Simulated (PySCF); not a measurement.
GaCl3, SMILES [Cl][Ga]([Cl])[Cl]. Heavy atoms are numbered as in [Ga:1]([Cl:2])([Cl:3])[Cl:4].

Geometry: B3LYP-D3(BJ)/def2-SVP. The isomer is the one that the SMILES or the coordinates give; other isomers of the formula were not compared.

All values below come from PBE/pcSseg-1 (PySCF).

GIAO shieldings, no solvent; atoms alike by connectivity are averaged. δ = σ(ref) − σ: ³⁵Cl against HCl (σ = 936.5 ppm), references at their B3LYP-D3(BJ)/def2-TZVP geometries, non-relativistic (without spin–orbit terms, shifts of atoms bonded to Cl or Br come out too high).

Computed chemical shifts:
| nucleus | atoms | count | δ (ppm) |
|---|---|---|---|
| ³⁵Cl | Cl2 | 3 | 171.1 |
